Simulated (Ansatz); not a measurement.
Reaction (ligand exchange at the Si–N bond): `C=C[N]([GeH3])[SiH2]Cl` + `BN[SiH3]` → `BN([SiH3])[SiH2]Cl` + `C=C[NH][GeH3]`

Program: Ansatz. Geometries: PBE0-D4/def2-TZVP. ΔE: electronic, gas phase. CBS: MP2 limit from def2 TZ/QZ plus the TZ coupled-cluster correction, frozen cores. DFT in def2-TZVPP. For Ge outer-core shells are correlated without core-valence functions, which leaves a few kJ/mol of doubt a bond. Scalar relativity is left out up to krypton. One conformer a species, not always the lowest.

| level | ΔE (kJ/mol) |
| --- | --- |
| PBE0-D4 | 17.5 |
| ωB97X-V | 16.8 |
| ωB97M-V | 17.9 |
| B2PLYP | 17.7 |
| PBE0 | 15.6 |
| SCS-MP2/def2-TZVPP | 19.7 |
| CCSD/def2-TZVPP | 18.8 |
| MP2/CBS(def2) | 22.4 |

Task: What does CCSD(T)/CBS give? (Best estimate.)

Result: Computed: +21.2 kJ/mol. The listed levels differ from it by -3.7, -4.4, -3.3, -3.5, -5.6, -1.5, -2.4, 1.2 kJ/mol.

Largest T1 diagnostic among the species: 0.012.

In def2-TZVPP, CCSD(T) changes the Hartree–Fock value by +11.8 kJ/mol (the triples alone add +1.8 kJ/mol) and MP2 by +13.0 kJ/mol. The D4 term adds +3.2 kJ/mol with B3LYP and +1.9 kJ/mol with PBE0; it sums over pairs of atoms, weighted by their polarisabilities, and B3LYP, whose exchange is more repulsive, gets the larger term.

B3LYP here is the variant with VWN-RPA as its local correlation; programs differ in this.
